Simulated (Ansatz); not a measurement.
Harmonic frequencies (cm⁻¹) at PBE0-D4/def2-TZVP from Ansatz: 56, 197, 260, 346, 418, 570, 656, 884, 906, 945, 1004, 1073, 1181, 1341, 1424, 3121, 3190, 3201.

**Question.** Which molecule is it?
A. `N=C1C[AsH]1`
B. `FB[O][GeH3]`
C. `BrB1CC1Br`
D. `O[Si@@H]1O[C@@H]1Cl`

**Answer.** C.
